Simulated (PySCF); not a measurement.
**[Gd(H2O)4]3+: from a saddle point downhill**

PySCF 2.14.0, RKS B3LYP, Gd lcecp-1-SVP with ECP53, O def2-SVP, H def2-SVP; non-relativistic Hamiltonian with scalar-relativistic core potentials where named; density fitting; no spin-orbit coupling. Relaxed within the symmetry of its start, the geometry (D2d) is

```xyz
13

Gd    0.0000    0.0000    0.0000
O     1.3331    1.3422    1.3422
H     1.7032    1.1415    2.2352
H     1.7032    2.2352    1.1415
O    -1.3331   -1.3422    1.3422
H    -1.7032   -1.1415    2.2352
H    -1.7032   -2.2352    1.1415
O     1.3331   -1.3422   -1.3422
H     1.7032   -2.2352   -1.1415
H     1.7032   -1.1415   -2.2352
O    -1.3331    1.3422   -1.3422
H    -1.7032    2.2352   -1.1415
H    -1.7032    1.1415   -2.2352
```

and its lowest harmonic modes are -145, -58, -58, -22, 40, 52 cm⁻¹ (negative: unstable). It was moved along the lowest mode and relaxed again, within the group S4 that the move left.

(1) Where does it end, and how much lower?

(2) How do the contacts change?

(3) Is the end a minimum?

An lcecp potential fixes the number of 4f electrons, so in runs with it no electron can move into or out of that shell.

State: singlet in the valence, with the 4f electrons in the core potential.

Results:

(1) In S4, 0.049 eV lower, after 15 steps:
```xyz
13

Gd    0.0000    0.0000    0.0000
O     1.3850    1.2814    1.3470
H     1.3161    1.4440    2.3189
H     2.1914    1.7893    1.0874
O    -1.3850   -1.3470    1.2814
H    -2.1898   -1.0879    1.7905
H    -1.3176   -2.3185    1.4429
O     1.3850   -1.2814   -1.3470
H     2.1914   -1.7893   -1.0874
H     1.3161   -1.4440   -2.3189
O    -1.3850    1.3470   -1.2814
H    -1.3176    2.3185   -1.4429
H    -2.1898    1.0879   -1.7905
```

(2) 
```tsv
contact	saddle (Å)	end (Å)
Gd1–O2 (H2O)	2.320	2.318
Gd1–O5 (H2O)	2.320	2.318
Gd1–O8 (H2O)	2.320	2.318
Gd1–O11 (H2O)	2.320	2.318
```


(3) Yes, as far as the noise of the softest modes lets one tell (those above −25 cm⁻¹ count as noise); lowest modes -20, 43, 43, 56, 62, 77 cm⁻¹.
